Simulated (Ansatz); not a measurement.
C2H9NOSi (`C[SiH2]C(N)O`). Charge 0, multiplicity 1. All single points use the PBE0-D4/def2-TZVP geometry. It is one conformer, not always the lowest.

```xyz
14

C    -1.431   -1.431   -0.881
Si   -0.125   -0.869    0.327
C     0.622    0.829   -0.105
N     1.472    1.390    0.926
O    -0.471    1.695   -0.347
H    -1.008   -1.556   -1.881
H    -1.870   -2.384   -0.576
H    -2.225   -0.684   -0.939
H     1.006   -1.843    0.384
H    -0.682   -0.742    1.706
H     1.248    0.745   -1.007
H     2.432    1.088    0.836
H     1.147    1.171    1.860
H    -0.115    2.592   -0.305
```

(1) What is the dipole moment at B3LYP/def2-TZVPP? (Best estimate.)

(2) And with PBE, r2SCAN, ωB97M-V? (Best estimate.)

(3) Give the Mulliken charges with B3LYP, ωB97M-V, r2SCAN in def2-TZVPP. (An estimate is asked.)

Results:

(1) The calculation gave: 1.35 D, with components (1.30, -0.36, -0.04) D in this frame, pointing from negative to positive charge.

(2) Ansatz gave: PBE 1.28 D, r2SCAN 1.30 D, ωB97M-V 1.34 D.

(3) Ansatz gave: 
```tsv
atom	B3LYP	ωB97M-V	r2SCAN
C1	-0.39	-0.45	-0.30
Si2	0.32	0.26	0.31
C3	0.12	0.04	0.16
N4	-0.33	-0.30	-0.37
O5	-0.35	-0.33	-0.37
H6	0.10	0.12	0.07
H7	0.10	0.12	0.07
H8	0.12	0.14	0.10
H9	-0.10	-0.05	-0.10
H10	-0.09	-0.05	-0.09
H11	0.07	0.09	0.03
H12	0.14	0.12	0.15
H13	0.13	0.12	0.15
H14	0.17	0.17	0.19
```

B3LYP here is the variant with VWN-RPA as its local correlation; programs differ in this.
